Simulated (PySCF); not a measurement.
An unknown is described by computed data only.

Elements present: C, H, O and P. Monoisotopic mass: 132.0704 u.

- UV, first state: lowest singlet excitation: 6.34 eV (195 nm, f = 0.012) [TDDFT CAM-B3LYP/def2-SVPD]
- 1H NMR: chemical shifts (computed TMS as zero) by class: 2.28 (1 H), 2.05 (1 H), 1.78 (1 H), 1.62 (1 H), 1.51 (1 H), 1.11 (3 H), 1.04 (3 H), 0.65 (1 H), 0.12 (1 H) ppm [GIAO PBE0/pcSseg-1]
- 13C NMR: chemical shifts (computed TMS as zero) by class: 28.2 (1 C), 18.8 (1 C), 17.9 (1 C), 17.1 (1 C), 16.5 (1 C), 15.2 (1 C) ppm [GIAO PBE0/pcSseg-1]
- Rotational structure: rotational constants A, B, C: 2.196, 1.401, 1.083 GHz [PBE0-D3(BJ)/def2-SVP]
- Dipole: 4.39 D [CAM-B3LYP/def2-SVPD]
- Polarisability: 96.3 au [CAM-B3LYP/def2-SVPD]
- UV, strongest line: among the 10 lowest singlet transitions: S4 at 7.31 eV (169 nm, f = 0.061) [TDDFT CAM-B3LYP/def2-SVPD]

Electronic properties: PySCF, gas phase, density fitting. Levels stand in brackets. NMR shifts are as computed; neighbouring signals can stand in another order in a measured spectrum. Isolated species at its PBE0-D3(BJ)/def2-SVP geometry (one conformer only). NMR classes are plain means over equivalent atoms (diastereotopic ones count apart unless rotation or inversion swaps them), as if these changed places fast.

Question: Which formula fits the mass and the elements?

Answer: C6H13OP (calculated 132.0704). No other formula that holds each of these elements comes within 0.0003 u with a fitting electron parity and a possible valence count.

Question: Give a SMILES that accounts for the data.

Answer: Numbering: `[CH3:1][CH2:2][CH2:3][P@@:4]1(=[O:5])[CH2:6][C@H:7]1[CH3:8]`. 6 carbons fall into 6 classes; from least to most shielded: chain sp3 carbon bound to phosphorus [C3] (28.2 ppm), ring sp3 carbon bound to phosphorus [C7] (18.8 ppm), chain CH2 carbon [C2] (17.9 ppm), methyl carbon [C8] (17.1 ppm), ring sp3 carbon bound to phosphorus [C6] (16.5 ppm), methyl carbon [C1] (15.2 ppm). Hydrogen classes from least to most shielded: 1 H on an sp3 carbon bound to phosphorus, C3 (2.28 ppm), 1 H on a chain CH2 carbon, C2 (2.05 ppm), 1 H on an sp3 carbon bound to phosphorus, C6 (1.78 ppm), 1 H on an sp3 carbon bound to phosphorus, C7 (1.62 ppm), 1 H on a chain CH2 carbon, C2 (1.51 ppm), 3 H on a methyl carbon, C1 (1.11 ppm, a mean of values up to 0.8 ppm apart in this geometry), 3 H on a methyl carbon, C8 (1.04 ppm, a mean of values up to 1.3 ppm apart in this geometry), 1 H on an sp3 carbon bound to phosphorus, C3 (0.65 ppm), 1 H on an sp3 carbon bound to phosphorus, C6 (0.12 ppm). The optimised geometry has point group C1 and is an asymmetric top. Structure: `CCC[P@@]1(=O)C[C@H]1C`. Computed isomers that give other values at the same levels: `CC[C@@H]1[C@H](C)[P@@]1(C)=O` (13C chemical shifts (computed TMS as zero) by class: 31.1 (1 C), 23.1 (1 C), 20.9 (1 C), 16.8 (1 C), 10.5 (1 C), 6.0 (1 C) ppm); `COCCPC1CC1` (13C chemical shifts (computed TMS as zero) by class: 72.7 (1 C), 59.3 (1 C), 26.9 (1 C), 5.8 (2 C), 4.4 (1 C) ppm); `CC(C)[P@@]1(=O)C[C@H]1C` (1H chemical shifts (computed TMS as zero) by class: 1.76 (1 H), 1.69 (1 H), 1.38 (3 H), 1.35 (3 H), 1.13 (3 H), 0.88 (1 H), 0.30 (1 H) ppm). The assignments are read from this structure; whether some other isomer fits the data as well wasn't checked. The mirror image fits equally.

Conformer computed: `[CH3:1][CH2:2][CH2:3][P@@:4]1(=[O:5])[CH2:6][C@H:7]1[CH3:8]`: C1–C2–C3–P4 63°, C2–C3–P4–O5 46°.
